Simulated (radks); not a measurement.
The numbers below are computed, except where a source is named.
Removal energies from the ruthenium ion Ru8+, [Kr], by Delta-SCF beside the eigenvalue of the level emptied. Level of theory: scalar-relativistic Kohn-Sham, PBE, spin-polarised, spherical densities, finite nucleus; Fermi nuclear charge, rms radius of each element as measured or else 0.836 A^(1/3) + 0.57 fm (a radial shooting solver on a logarithmic mesh with Libxc functionals). Open shells are filled with parallel spins first.

[
 {"removed from": "4p", "final configuration": "[Ar] 3d10 4s2 4p5", "Delta-SCF (eV)": "179.46", "-eigenvalue (eV)": "169.23"},
 {"removed from": "4s", "final configuration": "[Ar] 3d10 4s1 4p6", "Delta-SCF (eV)": "212.52", "-eigenvalue (eV)": "201.69"},
 {"removed from": "3d", "final configuration": "[Ar] 3d9 4s2 4p6", "Delta-SCF (eV)": "432.32", "-eigenvalue (eV)": "409.00"},
 {"removed from": "3p", "final configuration": "[Ne] 3s2 3p5 3d10 4s2 4p6", "Delta-SCF (eV)": "604.76", "-eigenvalue (eV)": "582.73"}
]
